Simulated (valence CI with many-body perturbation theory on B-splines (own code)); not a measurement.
# Mo XXX: key properties

Computed by configuration interaction combined with many-body perturbation theory (CI+MBPT): three valence electrons over a frozen Dirac-Fock core [Ne], radial functions for each j: 9 s, 9 p, 8 d, 6 f, 3 g, 1 h, with the one-electron correlation potential Σ1 (screened to all orders), the two-electron term Σ2, the three-electron term Σ3, Breit, model QED; selected single and double excitations, second order for the rest, scaled by the run's own slope (own B-spline code, finite nucleus).

The last digits are not significant, and no measured levels were compared; by estimate large intervals hold to a few tenths of a per cent, small ones and those within an open d or f shell to about a per cent.

Names give the largest LS component (configuration and term), which can be under half, so a name can repeat, a term be missing and a line seem to break the LS rules; names also repeat where a configuration has a term twice.

Rates and lifetimes use the calculated energies. Strong lines usually hold to 10 to 20 %, long lifetimes can be off by a factor of two.

Question: What is the ground level?

Answer: 3s2.3p 2P°_1/2, composition 98 % 3s2.3p 2P°, g = 0.661.

Question: Where does the other parity begin?

Answer: At 3s.3p2 4P_1/2, 539860 cm⁻¹.

Question: How well does LS coupling describe the low levels?

Answer: Among the lowest 20 levels the leading LS term, summed over configurations, holds 72 % on average. For single configurations the figures are 66 % in LS and 76 % in jj coupling. Terms mix most in the J = 3/2 level at 1403100 cm⁻¹, where the leading one holds 43 %.

Question: Name the longest-lived excited levels whose lifetime is computed, and their main decay.

Answer: 3s.3p.3d 4F°_9/2 at 1734200 cm⁻¹ lives 22.1 μs, mostly by M1 to 3s.3p.3d 4F°_7/2; 3s2.3p 2P°_3/2 at 204080 cm⁻¹ lives 13.1 μs, mostly by M1 to 3s2.3p 2P°_1/2.

Question: Among levels below 1910800 cm⁻¹, which E1 lines absorb most strongly from the ground level?

Answer: to 3s.3p2 2P_3/2 at 9.253 nm, f = 0.285; to 3s.3p2 2P_1/2 at 11.22 nm, f = 0.206; to 3s.3p2 2D_3/2 at 12.24 nm, f = 0.0960.

Question: How is the term 2P° of the ground level split?

Answer: J = 1/2 at 0, J = 3/2 at 204080 cm⁻¹.

Question: What is the ionisation energy?

Answer: 1601.5 eV; NIST lists 1587 ± 8 eV (semi-empirical).
